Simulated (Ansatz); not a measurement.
One change: `NC[SiH2][SiH2]Cl` becomes `[NH2][AlH][SiH2][SiH2]Cl`.

Ansatz, PBE0-D4/def2-TZVP geometries, multiplicity 1. Each molecule was computed in one conformer, which needn't be the lowest.

```
                                          property  `NC[SiH2][SiH2]Cl`
    size of the dipole moment (PBE/def2-TZVPP) / D                1.23
size of the dipole moment (ωB97M-V/def2-TZVPP) / D                1.14
               LUMO energy (B3LYP/def2-TZVPP) / eV               -0.62
              HOMO–LUMO gap (PBE0/def2-TZVPP) / eV                6.61
                 LUMO energy (PBE/def2-TZVPP) / eV               -1.31
  size of the dipole moment (B3LYP/def2-TZVPP) / D                1.15
```

(1) What does the change do to each property? (Estimate.)

## Answers

(1) The calculation gave: 
```json
{"property": "size of the dipole moment (PBE/def2-TZVPP) / D", "`[NH2][AlH][SiH2][SiH2]Cl`": "0.82", "shift": "-0.41"}
{"property": "size of the dipole moment (ωB97M-V/def2-TZVPP) / D", "`[NH2][AlH][SiH2][SiH2]Cl`": "0.89", "shift": "-0.25"}
{"property": "LUMO energy (B3LYP/def2-TZVPP) / eV", "`[NH2][AlH][SiH2][SiH2]Cl`": "-1.49", "shift": "-0.87"}
{"property": "HOMO–LUMO gap (PBE0/def2-TZVPP) / eV", "`[NH2][AlH][SiH2][SiH2]Cl`": "6.16", "shift": "-0.45"}
{"property": "LUMO energy (PBE/def2-TZVPP) / eV", "`[NH2][AlH][SiH2][SiH2]Cl`": "-2.07", "shift": "-0.76"}
{"property": "size of the dipole moment (B3LYP/def2-TZVPP) / D", "`[NH2][AlH][SiH2][SiH2]Cl`": "0.85", "shift": "-0.30"}
```

With PBE0 the HOMO falls by 0.43 eV and the LUMO falls by 0.88 eV, so the gap narrows by about 0.45 eV. PBE moves the HOMO by -0.76 eV and ωB97M-V by -0.02 eV. Dipoles are sizes alone; their direction can turn.

B3LYP here is the variant with VWN-RPA as its local correlation; programs differ in this.
